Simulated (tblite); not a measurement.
C6H10N2O.
Z-matrix (Å and degrees, GFN2-xTB geometry), rows numbered from 1:
```
C 
C   1  1.5273
N   2  1.4376  1  111.42
C   3  1.3520  2  127.34  1   -80.29
C   4  1.3824  3  106.49  2   176.87
O   5  1.3636  4  124.94  3   179.52
C   6  1.4065  5  115.30  4   178.58
C   5  1.4045  4  104.59  3    -0.32
N   3  1.3224  2  120.65  1    95.82
H   1  1.0875  2  110.52  3    60.80
H   1  1.0865  2  110.06  3  -178.98
H   1  1.0869  2  109.91  3   -59.16
H   2  1.0920  1  110.02  3   118.33
H   2  1.0936  1  110.26  3  -121.03
H   4  1.0696  3  122.80  2    -3.82
H   7  1.0953  6  111.46  5    60.56
H   7  1.0954  6  111.32  5   -61.35
H   7  1.0887  6  106.06  5   179.63
H   8  1.0711  5  129.66  4   179.86
```

Computed values, GFN2-xTB/tblite, gas phase, harmonic and unscaled. The method is semi-empirical: single wavenumbers can be off by several per cent or more. One conformer, not necessarily the lowest.

Harmonic wavenumbers (cm⁻¹): 43.2, 68.0, 122.1, 176.5, 196.5, 221.4, 298.3, 329.4, 412.2, 469.0, 602.3, 624.3, 633.7, 728.8, 740.7, 811.6, 822.0, 976.1, 989.9, 1032.0, 1067.4, 1084.3, 1088.3, 1129.6, 1140.1, 1148.8, 1170.5, 1235.6, 1321.1, 1368.6, 1384.0, 1399.1, 1403.0, 1423.4, 1443.0, 1451.6, 1468.8, 1486.5, 1487.1, 1495.4, 1592.4, 2921.8, 2940.3, 2960.2, 2992.0, 3026.8, 3043.8, 3051.7, 3053.2, 3178.8, 3190.1.

A = 5054, B = 882.6, C = 808.8 MHz; mass 126.079 u (most abundant isotopes); point group C1, symmetry number 1.

**Question.** What is the zero-point energy?

**Answer.** Half the sum of the wavenumbers: 34223 cm⁻¹ = 97.85 kcal/mol.

**Question.** Entropy at 400 K, 1 bar (ideal gas, RRHO, classical rotation)?

**Answer.** Translation 41.89, rotation 29.75, vibration 35.85: S = 107.5 cal/(mol K).

**Question.** And Cp and H(400 K) − H(0)?

**Answer.** Cp = 45.63 cal/(mol K), of which vibrations give 37.68 (their classical limit is 51 R = 101.3); H(400 K) − H(0) = 10.62 kcal/mol without the zero-point energy, 7.44 from vibrations.

**Question.** Which modes carry the vibrational entropy at 400 K?

**Answer.** 43.2 cm⁻¹: 5.69; 68.0 cm⁻¹: 4.79; 122.1 cm⁻¹: 3.64; 176.5 cm⁻¹: 2.92; 196.5 cm⁻¹: 2.72; 221.4 cm⁻¹: 2.49 cal/(mol K); the other 45 give 13.60 together.

**Question.** Blend soft modes into free rotors: weight 1/[1 + (100 cm⁻¹/ν̃)⁴] for the oscillator and the rest for a rotor with moment μB/(μ + B), μ = h/(8π²ν), B = 10⁻⁴⁴ kg m². What vibrational entropy results?

**Answer.** 32.90 cal/(mol K) in place of 35.85, which changes −T·S at 400 K by +1.18 kcal/mol.

**Question.** What must be added to the electronic energy to get the Gibbs energy at 400 K and 1 bar?

**Answer.** ZPE + [H(400 K) − H(0)] − T·S = 97.85 + 10.62 − 43.00 = 65.47 kcal/mol.

Hindered rotation and anharmonicity are outside this model. Other conformers, if any are populated, would add a mixing term that is left out. The structure is chiral; the term R ln 2 for an equal mix with its mirror image is left out.
